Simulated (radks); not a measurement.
Question: The bromine ion Br4+, 31 electrons, occupied as [Ar] 3d10 4s2 5s1 (not the ground configuration). All-electron calculation, Dirac Kohn-Sham, Wu-Cohen GGA, spin-unpolarised, spherical densities, finite nucleus; Fermi nuclear charge, rms radius 4.1629 fm. Program: a radial shooting solver on a logarithmic mesh with Libxc functionals. Some entries of the table are withheld. Estimate them.

orbital,occ.,eigenvalue (eV),<r^2> (bohr^2)
1s1/2,2,-13373.46,0.002462
2s1/2,2,-1793.516,(1)
2p1/2,2,-1621.960,(2)
2p3/2,4,-1574.423,(3)
3s1/2,2,-298.5034,(4)
3p1/2,2,-238.7477,(5)
3p3/2,4,-231.8765,(6)
3d3/2,4,-127.9396,0.4167
3d5/2,6,-126.8387,0.4221
4s1/2,2,-71.9645,(7)
5s1/2,1,(8),10.94

Answer: 
(1) 2s1/2 <r^2> (bohr^2): 0.04232
(2) 2p1/2 <r^2> (bohr^2): 0.03251
(3) 2p3/2 <r^2> (bohr^2): 0.03395
(4) 3s1/2 <r^2> (bohr^2): 0.3490
(5) 3p1/2 <r^2> (bohr^2): 0.3618
(6) 3p3/2 <r^2> (bohr^2): 0.3752
(7) 4s1/2 <r^2> (bohr^2): 2.453
(8) 5s1/2 eigenvalue (eV): -30.2494
